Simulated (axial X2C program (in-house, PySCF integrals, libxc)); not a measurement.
# What spin–orbit coupling does to NbCl

All values were computed with an axial X2C code built on PySCF integrals. Spin-free means the one-electron spin-free X2C Hamiltonian; two-component (2c) means X2C with spin–orbit coupling and atomic mean-field two-electron Coulomb and Gaunt terms, so the difference of the two also holds small scalar two-electron terms. Basis: Nb dyall-cv3z [11s12p9d5f3g], Cl dyall-av3z [9s8p3d2f] (cores contracted in-house); Gaussian nuclei, density fitting, unrestricted open shells. Masses: Nb 92.906 u, Cl 34.969 u.

Spin-free state: M_S = 2, Λ = 1 (beyond evenly filled blocks: σα, π+α, δ+α, δ-α); fragments Nb + Cl.

| level | Re (Å) | ωe (cm⁻¹) | De (eV) | μ (D) |
| --- | --- | --- | --- | --- |
| PBE0 | 2.289 | 393.9 | 4.386 | -3.80 |
| HF | 2.373 | 364.0 | 3.105 | -4.96 |
| MP2 | 2.283 | 399.2 | 4.549 | n/a |
| CCSD | 2.311 | 389.3 | 4.284 | n/a |
| CCSD(T) | 2.303 | 392.8 | 4.437 | n/a |
| BLYP | 2.313 | 378.0 | 4.426 | -3.21 |
| PBEsol | 2.262 | 406.4 | 4.839 | -3.02 |

Correlated methods: 20 electrons correlated (number of frozen shells: Nb 3 s, 2 p, 1 d; Cl 2 s, 1 p), 292 virtual spin orbitals or spinors in MP2, 140 natural virtuals in coupled cluster.

Dipoles are positive if Cl is the positive end.

Two-component determinant lowest at the distance of the search:

Ω = 1 (⟨Sz⟩ = 2.00, ⟨Lz⟩ = -1.00 at HF); fragments Nb + Cl.

```tsv
level	Re (Å)	ωe (cm⁻¹)	De (eV)	μ (D)
PBE0	2.289	393.8	n/a	-3.80
HF	2.373	363.8	n/a	-4.96
MP2	2.283	399.1	n/a	n/a
CCSD	2.311	389.2	n/a	n/a
CCSD(T)	2.303	392.7	4.377	n/a
BLYP	2.313	377.9	n/a	-3.21
PBEsol	2.262	406.4	n/a	-3.02
```

**Question.** From the two tables, how do the constants change at the CCSD(T) level (2c against spin-free)?

**Answer.** At the CCSD(T) level Re is unchanged within 0.001 Å and ωe doesn't move by more than 0.2 cm⁻¹; De changes by -0.060 eV.

Occupations by symmetry block were frozen at the best pattern of an incomplete PBE0 search. Dissociation energies refer to the lowest single-determinant-based atoms at the same level and basis. De is not given where an atomic determinant may have missed its ground term or J level, or where the truncated virtual space spoils (T). Density functionals use the spin component along the axis (collinear). CCSD and (T) use frozen natural virtuals with an MP2 correction for the truncation; (T) itself is uncorrected, so its De runs slightly low. Other states lie close and PBE0, whose exact exchange favours high spin, may order them wrongly; the determinant shown need not be the ground state. The nearest other spin-free determinant of the search, M_S = 2, Λ = 2, lies 0.28 eV up at the distance of the search. The functionals have no current-density term, which raises determinants with orbital currents, atoms included. With several unpaired electrons one determinant need not be a pure state. Open-shell Ω = 0 determinants with evenly filled partner blocks cannot be reached by this program, so the Ω shown need not be the lowest component.
